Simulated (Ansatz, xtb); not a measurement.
# Two isomers of C4H3F3O2

Structure X is `O=C[C@@H]1O[C@@H]1C(F)(F)F`, a singlet and structure Y is `O=C[C@@H]1O[C@H]1C(F)(F)F`, a singlet. Both are isolated molecules in the gas phase, relaxed with PBE0-D3(BJ)/def2-SVP; the shapes shown needn't be the lowest conformers.

X (Å):

```xyz
12

C     1.8193    0.6252   -0.9719
C     0.7733    1.4819   -0.3198
C    -0.5800    1.0167    0.0281
C    -1.1059   -0.3688   -0.2595
F    -1.9849   -0.7265    0.6740
F    -0.1456   -1.2899   -0.2912
F    -1.7298   -0.3736   -1.4368
O     2.3844    0.9762   -1.9704
O     0.4025    1.1474    1.0041
H     2.0450   -0.3320   -0.4468
H     0.8840    2.5527   -0.5379
H    -1.3913    1.7581    0.0456
```

Y (Å):

```xyz
12

C    -0.6316    1.1177   -2.2875
C    -0.2074    0.2231   -1.1680
C    -0.0209    0.8174    0.1633
C     0.9651    0.2070    1.1299
F     1.1541   -1.0871    0.8951
F     0.5352    0.3423    2.3827
F     2.1384    0.8314    1.0274
O    -0.1662    1.0600   -3.3902
O    -1.1545    0.0665   -0.1264
H    -1.4277    1.8529   -1.9992
H     0.3680   -0.6681   -1.4451
H    -0.1657    1.8955    0.3213
```

Estimate which is lower in electronic energy at CCSD(T)/def2-SVP + ΔMP2/def2-TZVPP, and by roughly how much.

Too close to call at this level: CCSD(T)/def2-SVP + ΔMP2/def2-TZVPP gives E(Y) − E(X) = −1.92 kcal/mol.

The same difference at several levels:

```json
{"level": "PBE0-D3(BJ)/def2-SVP", "geometry": "PBE0-D3(BJ)/def2-SVP", "E(Y) − E(X) (kcal/mol)": "−1.70", "departure from the last row (kcal/mol)": "+0.22", "job, with rough time for the two": "optimisation, 2 min"}
{"level": "HF/def2-SVP", "geometry": "PBE0-D3(BJ)/def2-SVP", "E(Y) − E(X) (kcal/mol)": "−1.94", "departure from the last row (kcal/mol)": "−0.02", "job, with rough time for the two": "part of the CCSD(T) run"}
{"level": "MP2/def2-SVP", "geometry": "PBE0-D3(BJ)/def2-SVP", "E(Y) − E(X) (kcal/mol)": "−2.00", "departure from the last row (kcal/mol)": "−0.08", "job, with rough time for the two": "part of the CCSD(T) run"}
{"level": "CCSD(T)/def2-SVP", "geometry": "PBE0-D3(BJ)/def2-SVP", "E(Y) − E(X) (kcal/mol)": "−1.84", "departure from the last row (kcal/mol)": "+0.08", "job, with rough time for the two": "single point"}
{"level": "CCSD(T)/def2-SVP + ΔMP2/def2-TZVPP", "geometry": "PBE0-D3(BJ)/def2-SVP", "E(Y) − E(X) (kcal/mol)": "−1.92", "departure from the last row (kcal/mol)": "", "job, with rough time for the two": "single point, 2.1 min"}
```

As drawn, both hold the same kinds of bond in the same numbers.

The largest departure from CCSD(T)/def2-SVP + ΔMP2/def2-TZVPP is that of PBE0-D3(BJ)/def2-SVP, 0.22 kcal/mol. Levels run at GFN2-xTB geometries aren't shown. The last row adds to CCSD(T) the change of the MP2 difference between the two basis sets, here −0.08 kcal/mol.

With thermal terms from frequencies at re-optimised GFN2-xTB minima (ideal gas, soft modes damped towards free rotors, one conformer each, 298.15 K, 1 atm): on the last row, ΔE + ΔZPE = −2.05, ΔH = −1.97, ΔG = −2.26 kcal/mol.

The correlated steps freeze 9 core orbitals. Run with Ansatz 0.2.0, xtb 6.7.1; the last row on 2 threads of Intel(R) Xeon(R) Platinum 8488C (Sapphire Rapids) on a shared host.
